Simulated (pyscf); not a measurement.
[H₃C–Sn=O]• → [H₂C=Sn–OH]•, a hydrogen shift (doublet surface; C–H broken, H–O formed). PySCF, gas phase, ωB97X-D3(BJ)/def2-SVP geometries. Correlated levels are frozen-core, on RHF or UHF. ΔMP2 is the change of the MP2 total energy from the triple- to the quadruple-zeta basis. Energies in eV from the reactant's lowest minimum found.

Small-basis levels: PySCF, no dispersion term, spherical d functions. AM1 to PM7: differences of heats of formation from MOPAC. GFN2-xTB: tblite. Open shells are spin-unrestricted. 

```tsv
level	barrier	reaction energy
HF/6-31G*+LANL2DZ	2.07	+0.05
MP2/6-31G*+LANL2DZ	1.17	-0.54
SVWN5/6-31G*+LANL2DZ	0.76	-0.02
PBE/6-31G*+LANL2DZ	1.00	+0.01
B3LYP/LANL2DZ	1.17	-0.11
B3LYP/6-31G*+LANL2DZ	1.13	-0.14
M06-2X/6-31G*+LANL2DZ	1.16	-0.30
B3LYP/def2-SVP	1.03	-0.26
GFN2-xTB	0.97	-0.44
AM1	0.83	-1.33
PM3	1.38	-0.84
PM6	0.94	-0.81
CCSD(T)/def2-TZVPP + ΔMP2(QZVPP)	1.00	-0.47
```

Against the last row the barrier runs from -0.24 (SVWN5/6-31G*+LANL2DZ) to +1.07 eV (HF/6-31G*+LANL2DZ). CCSD(T)/def2-TZVPP + ΔMP2(QZVPP) has limits of its own. This is the saddle that the search found; another between the same sides may lie lower. The CCSD(T) − MP2 part came from Ansatz, without density fitting, on the same reference. The frozen core leaves the outer d or s,p core shells of the metals and heavy elements correlated in the MP2 and CC values, and def2-TZVPP describes them poorly, which can shift differences by a few kcal/mol. Elements past Kr carry the def2 core potentials, without spin-orbit coupling.
